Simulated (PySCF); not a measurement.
Simulated Si 1s region for `[As]([Si@@H](O)N(C)C)([SiH3])[SiH3]`, binding energy against the vacuum level.

Every computed line was given a Gaussian of 0.4 eV full width at half maximum and an area set by the number of equivalent atoms; the highest printed point is 100. Method: delta-SCF UKS SCAN, pcX-2 on the ionised atom, pcseg-1 elsewhere, spin-free X2C (PySCF 2.14.0).

binding energy (eV), intensity and a bar:
```
   1845.7          1 
   1845.8          4 #
   1845.9         14 ####
   1846.0         38 ###########
   1846.1         73 ######################
   1846.2        100 ##############################
   1846.3         96 #############################
   1846.4         66 ####################
   1846.5         35 ##########
   1846.6         23 #######
   1846.7         30 #########
   1846.8         45 #############
   1846.9         51 ###############
   1847.0         42 ############
   1847.1         24 #######
   1847.2         10 ###
   1847.3          3 #
   1847.4          1
```

Task: Count the maxima, the lines and the sites behind this envelope.

Result: The curve has 2 maxima (at 1846.2 and 1846.9 eV). Under it lie 2 lines from 2 inequivalent silicon sites.

Task: Decompose the envelope and assign each component. Numbering: `[CH3:1][N:2]([CH3:3])[Si@H:4]([OH:5])[As:6]([SiH3:7])[SiH3:8]`.

Result: 
| position (eV) | relative area | line | atoms | environment |
| --- | --- | --- | --- | --- |
| 1846.24 | 2 | Si 1s | Si7/Si8 | SiH3 silicon |
| 1846.89 | 1 | Si 1s | Si4 | oxygen-bound silicon |

Task: What are the centre and the root-mean-square width of the whole band?

Result: The area-weighted mean of the lines is 1846.46 eV. Their own spread about it is 0.31 eV (rms) and each Gaussian has σ = 0.4/2.355 = 0.17 eV; the variances add, which gives 0.35 eV.

The listed Si 1s values span 0.65 eV, from Si7/Si8 (bonded to 3 H and As) to Si4 (bonded to O, N, H and As).

The curve has no shake-up lines and no vibrational structure. One atom of each set of topologically equivalent atoms was ionised and stands for the set; in this conformer not all members are related by symmetry, and their own values weren't computed. Geometry: PBE0-D3(BJ)/def2-SVP, one conformer, isolated molecule.

Conformer computed: `[CH3:1][N:2]([CH3:3])[Si@H:4]([OH:5])[As:6]([SiH3:7])[SiH3:8]`: C1–N2–Si4–O5 -54°, N2–Si4–As6–Si7 -98°, H–O5–Si4–N2 -55°.
